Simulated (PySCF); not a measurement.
C₄H₃F₃O₂: full NMR table

```
Formula                               : C4H3F3O2
SMILES                                : O=C1CO[C@@H]1C(F)(F)F
Point group of the computed structure : C1
Degrees of unsaturation               : 2
Carbon signals                        : 4
Proton signals                        : 3
```

Atoms are numbered as in `[O:1]=[C:2]1[CH2:3][O:4][C@@H:5]1[C:6]([F:7])([F:8])[F:9]`. Each H is labelled by its parent atom. Ha(C3) is cis to C6 on the ring; Hb(C3) is trans to C6 on the ring.

- structure optimised with GFN2-xTB
- GIAO PBE0/pcSseg-1 shieldings
- couplings computed with B3LYP/pcJ-1 (spin–dipole term only in couplings to heteroatoms)
- program: PySCF 2.14.0 with density-fitted response routines
- no solvent, relativity neglected, fast rotation and ring inversion assumed for equivalent nuclei, one conformer

δ = σ(ref) − σ, references computed at the same level: ¹H (31.72 ppm), ¹³C (186.93 ppm) against TMS; ¹⁹F (170.95 ppm) vs CFCl3; ¹⁷O (336.08 ppm) vs H2O.

| carbon | δC, type | δH (multiplicity, J in Hz) | HMBC from (abs. J ≥ 3 Hz) | span of the C tensor (ppm) |
| --- | --- | --- | --- | --- |
| C2 | 200.9, C | – | Ha(C3), Hb(C3), H(C5) | 192 |
| C3 | 96.2, CH2 | Hb(C3) 5.65 (m); Ha(C3) 5.80 (m) | H(C5) | 103 |
| C5 | 102.9, CH | 5.51 (m) | Hb(C3) | 81 |
| C6 | 130.9, C | – | H(C5) | 10 |

Other nuclei:
```csv
atoms,nucleus,environment,δ (ppm),σ (ppm)
F7/F8/F9,¹⁹F,fluorine of a CF3 group,-90.3,261.3
O1,¹⁷O,ketone oxygen,670.3,-334.2
O4,¹⁷O,ether oxygen,11.5,324.6
```

Selected couplings (Hz, signed; the shortest-range and largest first, 30 at most; isotopes ¹³C, ¹⁹F, ¹H): ¹J(C6,F7) -351.3, ¹J(C5,H(C5)) 165.1, ¹J(C3,Ha(C3)) 157.5, ¹J(C3,Hb(C3)) 156.8, ²J(C5,F7) 31.6, ²J(Hb(C3),Ha(C3)) -18.8, ³J(F7,H(C5)) 6.6, ³J(C2,F7) 1.1, ⁴J(Ha(C3),H(C5)) -6.1, ⁴J(Hb(C3),H(C5)) -1.5, ⁴J(C3,F7) 1.3.

Carbon types of the structure: 2 × C, 1 × CH, 1 × CH2, which accounts for all hydrogens. δC 200.9: ketone carbonyl carbon; low-lying n→π* states of the double bond to the heteroatom give a large paramagnetic term (-263 ppm). δC 130.9: CF3 carbon; 3 electronegative neighbours deshield it. δC 102.9: sp3 CH bonded to O, α to a carbonyl; pulled downfield by the heteroatom. δC 96.2: sp3 CH2 bonded to O, α to a carbonyl; pulled downfield by the heteroatom. δH 5.80, 5.65: hydrogen on an sp3 CH2 bonded to O, α to a carbonyl; its carbon carries O, hence the downfield position.

C–F couplings over four or more bonds (about 3 Hz to the para carbon of a fluoroarene) are left out. Common functionals overestimate the size of one-bond C–F couplings by tens of Hz; these are unscaled. Splittings below 1 Hz are ignored in the labels, and close J values are merged. Shifts are as computed. Against solution values, carbons near 30 ppm lie about +3 ppm off and those near 130 ppm about +5 ppm. Of 1211 compounds with measured shifts, 218 miss one by over three times the rms of a fit or turn the order of signals round; such compounds aren't used in these exercises. Unscaled 19F shifts against computed CFCl3 carry errors that often reach 10 to 50 ppm. Unscaled 17O shifts of doubly bonded oxygen tend to come out too high, by tens of ppm or more. Experimental scales use liquid or dissolved standards, which lie at an offset from isolated H2O (liquid H2O: subtract about 36 ppm).
